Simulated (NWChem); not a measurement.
System meant: InN₃H₆; SMILES [NH2][In]([NH2])[NH2]

NWChem input:

```
start job
memory heap 200 mb stack 900 mb global 1100 mb
geometry units angstroms noautoz
  In    -0.004450     0.000000    -0.005955
  N      2.035297     0.006320     0.025909
  H      2.473246    -0.814064     0.437348
  H      2.468144     0.829337     0.437462
  N     -1.006659    -1.774912     0.061023
  H     -0.511822    -2.577674    -0.319067
  H     -1.948530    -1.776785    -0.321445
  N     -1.017621     1.768674     0.061037
  H     -1.959516     1.764695    -0.321355
  H     -0.527794     2.574462    -0.319136
end
basis spherical
  * library def2-svp
end
dft
  xc b3lyp
  iterations 150
  mulliken
end
task dft energy
```

End of the output:

```
             Grid Information
             ----------------
          Grid used for XC integration:  medium
          Radial quadrature: Mura-Knowles
          Angular quadrature: Lebedev.
          Tag              B.-S. Rad. Rad. Pts. Rad. Cut. Ang. Pts.
          ---              ---------- --------- --------- ---------
          In                  1.55      123           9.0       590
          N                   0.65       49          11.0       434
          H                   0.35       45          12.0       434
          Grid pruning is: on
          Number of quadrature shells:   356
          Spatial weights used:  Erf1

          Convergence Information
          -----------------------
          Convergence aids based upon iterative change in
          total energy or number of iterations.
          Levelshifting, if invoked, occurs when the
          HOMO/LUMO gap drops below (HL_TOL):  1.00D-02
          DIIS, if invoked, will attempt to extrapolate
          using up to (NFOCK): 10 stored Fock matrices.

                    Damping( 0%)  Levelshifting(0.5)       DIIS
                  --------------- ------------------- ---------------
          dE  on:    start            ASAP                start
          dE off:    2 iters        150 iters           150 iters

      Screening Tolerance Information
      -------------------------------
          Density screening/tol_rho:  1.00D-10
          AO Gaussian exp screening on grid/accAOfunc:  14
          CD Gaussian exp screening on grid/accCDfunc:  20
          XC Gaussian exp screening on grid/accXCfunc:  20
          Schwarz screening/accCoul:  1.00D-08

      Superposition of Atomic Density Guess
      -------------------------------------

      charge =      49.0 In (Indium)

      symmetry species            s     p     d     f
      number of basis functions =10     7     6
      number of cont. functions = 4     4     2
      number of closed shells   = 5     3     2
      number of open shells     = 0     1     0
      open shell occupation     = 0     1     0
 ------------------------------------------------------------------------
 atomscf:atomd: error in atom scf                   0
 ------------------------------------------------------------------------
 ------------------------------------------------------------------------
  current input line :
    23: task dft energy
 ------------------------------------------------------------------------
 ------------------------------------------------------------------------
 This error has not yet been assigned to a category
 ------------------------------------------------------------------------
 For more information see the NWChem manual at https://nwchemgit.github.io

0:atomscf:atomd: error in atom scf:Received an Error in Communication
```

Q: What is wrong, and how is it mended?

A: The program stopped with an error. Cause: the def2 basis of a heavy element holds valence functions alone and wants its effective core potential (without it all electrons must fit into that basis). This input runs:
```
start job
memory heap 200 mb stack 900 mb global 1100 mb
geometry units angstroms noautoz
  In    -0.004450     0.000000    -0.005955
  N      2.035297     0.006320     0.025909
  H      2.473246    -0.814064     0.437348
  H      2.468144     0.829337     0.437462
  N     -1.006659    -1.774912     0.061023
  H     -0.511822    -2.577674    -0.319067
  H     -1.948530    -1.776785    -0.321445
  N     -1.017621     1.768674     0.061037
  H     -1.959516     1.764695    -0.321355
  H     -0.527794     2.574462    -0.319136
end
basis spherical
  * library def2-svp
end
ecp
  In library def2-ecp
end
dft
  xc b3lyp
  iterations 150
  mulliken
end
task dft energy
```
It converges to -357.93586 Ha (B3LYP/def2-SVP with def2 effective core potentials on In).
